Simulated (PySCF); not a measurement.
CH₇FOSi₂, SMILES [SiH2](F)[SiH2]CO.

Coordinates come from a PBE0-D3(BJ)/def2-SVP optimisation. This is a generated structure with no PubChem entry under its InChIKey; it may be hypothetical. Other conformers were not sampled.

All values below come from PBE0-D3(BJ)/def2-SVP (PySCF).

Frequencies are harmonic and unscaled.

| mode | ν (cm⁻¹) | IR (km/mol) | Raman (Å⁴/amu) | depolarisation | moving atoms (share of kinetic energy) |
|---|---|---|---|---|---|
| 1 | 64 | 3.3 | 0.3 | 0.72 | O 48 %, Si 27 %, F 13 %, H 10 % |
| 2 | 77 | 0.4 | 0.3 | 0.74 | F 32 %, H 27 %, Si 26 %, C 12 % |
| 3 | 130 | 4.9 | 0.3 | 0.74 | H 37 %, O 21 %, C 17 %, Si 17 % |
| 4 | 176 | 4.0 | 0.9 | 0.38 | F 48 %, Si 29 %, O 13 % |
| 5 | 266 | 6.0 | 1.5 | 0.70 | H 46 %, Si 19 %, O 16 %, C 15 % |
| 6 | 354 | 168.9 | 1.5 | 0.61 | H 83 %, O 11 % |
| 7 | 387 | 19.6 | 2.9 | 0.53 | H 78 %, Si 15 % |
| 8 | 451 | 2.9 | 16.2 | 0.23 | Si 76 %, H 23 % |
| 9 | 523 | 2.6 | 7.0 | 0.30 | H 62 %, Si 28 % |
| 10 | 628 | 20.6 | 17.1 | 0.51 | H 65 %, C 18 %, Si 14 % |
| 11 | 665 | 26.4 | 11.3 | 0.61 | H 78 %, C 14 % |
| 12 | 755 | 115.4 | 13.3 | 0.70 | H 60 %, C 21 %, Si 18 % |
| 13 | 761 | 47.3 | 13.9 | 0.75 | H 87 % |
| 14 | 841 | 188.2 | 5.8 | 0.75 | H 75 %, C 18 % |
| 15 | 855 | 24.8 | 5.5 | 0.73 | F 50 %, H 30 %, Si 20 % |
| 16 | 908 | 120.1 | 8.6 | 0.68 | H 73 %, Si 19 % |
| 17 | 929 | 36.5 | 25.4 | 0.74 | H 90 %, Si 8 % |
| 18 | 942 | 124.2 | 5.9 | 0.69 | H 83 %, Si 12 % |
| 19 | 1078 | 81.1 | 2.3 | 0.73 | O 47 %, C 44 %, H 9 % |
| 20 | 1139 | 30.6 | 3.3 | 0.67 | H 95 % |
| 21 | 1276 | 4.8 | 2.7 | 0.14 | H 75 %, C 23 % |
| 22 | 1369 | 31.9 | 5.5 | 0.68 | H 83 %, C 9 %, O 8 % |
| 23 | 1451 | 5.3 | 14.2 | 0.70 | H 94 % |
| 24 | 2204 | 85.1 | 146.3 | 0.20 | H 97 % |
| 25 | 2224 | 79.8 | 166.5 | 0.43 | H 96 % |
| 26 | 2237 | 70.6 | 228.2 | 0.08 | H 98 % |
| 27 | 2247 | 149.6 | 68.9 | 0.74 | H 96 % |
| 28 | 3038 | 28.7 | 162.5 | 0.18 | H 94 % |
| 29 | 3120 | 6.1 | 81.4 | 0.66 | H 91 %, C 9 % |
| 30 | 3876 | 48.0 | 50.8 | 0.24 | H 94 % |
